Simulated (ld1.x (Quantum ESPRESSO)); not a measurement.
**gallium (Ga): one change to an ultrasoft potential, before and after**

```
Element                 : Ga
Generator               : ld1.x (Quantum ESPRESSO) 7.5
Type                    : ultrasoft
Functional              : Wu–Cohen
Relativity              : non-relativistic
Frozen core             : [Ar]
Valence charge          : 13
Reference configuration : 3d10 4s2 4p0.75 (charge +0.25)
Partial waves           : 4s (bound): rcut 1.80, rcutus 2.25 bohr; 4s channel at -0.45 Ry: rcut 1.80, rcutus 2.25 bohr; 4p (bound): rcut 1.75, rcutus 2.40 bohr; 4p channel at 2.15 Ry: rcut 1.75, rcutus 2.40 bohr; 3d (bound): rcut 0.95, rcutus 1.30 bohr; 3d channel at -0.7 Ry: rcut 0.95, rcutus 1.30 bohr
Local potential         : all-electron potential smoothed inside 2.15 bohr (lloc = -1)
Core correction         : none
Augmentation charge     : PSQ, inside the norm-conserving radii
```

All-electron outer shells of the reference configuration (Wu–Cohen, non-relativistic, ld1.x):

```json
{"shell": "3p", "level (eV)": "-99.46", "outermost node (bohr)": "0.24", "outermost maximum (bohr)": "0.57"}
{"shell": "3d", "level (eV)": "-21.62", "outermost node (bohr)": "–", "outermost maximum (bohr)": "0.53"}
{"shell": "4s", "level (eV)": "-10.43", "outermost node (bohr)": "0.82", "outermost maximum (bohr)": "1.92"}
{"shell": "4p", "level (eV)": "-4.07", "outermost node (bohr)": "0.87", "outermost maximum (bohr)": "2.47"}
```

Change: wave 3d channel at -0.7 Ry: rcut 0.95, rcutus 1.30 bohr becomes 3d channel at 2.05 Ry: rcut 0.95, rcutus 1.30 bohr.

Cutoffs: the cutoffs (Ry, on a coarse ladder) from which the occupation-weighted sum of valence levels, in a spherical-Bessel basis at the reference potential, stays within 10 and 1 mRy of its value at 400 Ry; they do not see the model core or the augmentation charge, which bear on the density cutoff. Errors are all-electron minus pseudo energies relative to the spin-unpolarised reference configuration.

What does the change do?

The potential gets softer (90 Ry and 140 Ry → 70 Ry and 140 Ry); of the 7 tests that both files solve, the error grows in 0 and shrinks in 1 by more than 15 % and 0.3 meV (median size 4.3 → 4.0 meV); neither file shows a bound ghost.

```csv
quantity,base,changed
"cutoff, loose",90 Ry,70 Ry
"cutoff, tight",140 Ry,140 Ry
loose cutoff by channel (10 mRy a level),"s 6 Ry, p 6 Ry, d 55 Ry","s 6 Ry, p 6 Ry, d 50 Ry"
bound ghosts,none,none
"error for 3d10 4s2 4p1, meV [ΔE -0.83 eV]",-0.1,-0.1
"error for 3d10 4s2 4p0, meV [ΔE 4.89 eV]",-0.9,-0.9
"error for 3d10 4s1 4p0, meV [ΔE 25.70 eV]",-17,-16
"error for 3d9 4s2 4p1, meV [ΔE 27.58 eV]",-272,-112
"error for 3d10 4s1 4p2, meV [ΔE 5.46 eV]",-1.7,-1.5
"error for 3d10 4s1 4p1, meV [ΔE 12.00 eV]",-4.3,-4.0
"error for 3d10 4s0 4p0, meV [ΔE 56.30 eV]",-24,-22
s: phases at 2.61 bohr within 0.05 rad from the reference energy up to (Ry; the scan ends near 5),2.9,2.9
p: phases at 2.61 bohr within 0.05 rad from the reference energy up to (Ry; the scan ends near 5),4.3,4.3
d: phases at 2.61 bohr within 0.05 rad from the reference energy up to (Ry; the scan ends near 5),to the end of the scan,to the end of the scan
lowest overlap eigenvalue by channel,"s 0.39, p 0.64, d 1.00","s 0.39, p 0.64, d 0.16"
```
